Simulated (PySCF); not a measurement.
Species: C8H11 (charge +1).
Z-matrix (Å and degrees, GFN2-xTB geometry), rows numbered from 1:
```
C 
C   1  1.3594
C   2  1.3998  1   61.01
C   3  1.4216  1  150.33  2  -168.43
C   4  1.5702  3  105.21  1    82.96
C   5  1.5302  4  117.56  3   -76.20
C   6  1.5397  5   88.72  4  -129.51
C   7  1.5372  6   89.80  5    12.64
H   1  1.0676  2  149.09  3   179.56
H   2  1.0677  1  149.02  3  -179.60
H   4  1.0903  3  112.40  1   -34.89
H   4  1.0913  3  112.01  1  -160.88
H   5  1.0907  4  109.43  3    54.36
H   6  1.0874  5  116.09  4   111.57
H   6  1.0876  5  113.36  4   -15.85
H   7  1.0854  6  115.59  5   131.18
H   7  1.0858  6  112.82  5  -102.08
H   8  1.0864  5  115.27  4  -107.84
H   8  1.0866  5  113.34  4    18.77
```

Method: TDDFT PBE0/def2-SVPD, vertical, gas phase, core orbitals frozen in the response in PySCF.

| state | E (eV) | λ (nm) | ν̃ (cm⁻¹) | f | main configurations (H = HOMO, L = LUMO) |
| --- | --- | --- | --- | --- | --- |
| S1 | 4.86 | 255.3 | 39170 | 0.0046 | H→L (90%), H→L+1 (8%) |
| S2 | 4.94 | 251.2 | 39810 | 0.0036 | H-1→L+1 (80%), H-1→L (11%) |
| S3 | 4.99 | 248.7 | 40210 | 0.0023 | H-1→L (85%) |
| S4 | 5.00 | 248.0 | 40330 | 0.051 | H→L+1 (68%), H-2→L+1 (12%), H-1→L+1 (9%) |
| S5 | 5.13 | 241.6 | 41390 | 0.0027 | H-2→L (95%) |
| S6 | 5.25 | 236.1 | 42360 | 0.123 | H-2→L+1 (85%), H→L+1 (10%) |

Triplets, Tamm–Dancoff:

| state | E (eV) | λ (nm) | main configurations (H = HOMO, L = LUMO) |
| --- | --- | --- | --- |
| T1 | 4.55 | 272.5 | H→L+1 (84%), H-2→L+1 (12%) |
| T2 | 4.68 | 265.1 | H→L (79%), H-2→L (13%) |

The lowest singlet comes at 255 nm (469 kJ/mol) in the ultraviolet; it is very weak; its leading configuration is HOMO→LUMO (90%). The strongest level in the table is S6 at 5.25 eV (236 nm, f = 0.123). It is the last of those listed, so stronger ones may follow. Löwdin shares by element: HOMO carbon 71% or more (atoms not listed hold the other 29%); LUMO carbon 89% or more, hydrogen 6% or more. Weighted by f, the mean energy of these states is 5.16 eV. The oscillator strengths of these states sum to 0.187; summed over the whole spectrum of an exact calculation they would give the number of electrons, 58 (Thomas–Reiche–Kuhn). The listed states span 0.40 eV. No computed singlet lies in the visible range (380 to 750 nm); the lowest, at 255 nm, stands 1.59 eV above its violet end (3.26 eV). Singlets were solved by full linear response, triplets in the Tamm–Dancoff approximation.

One conformer stands for the species.
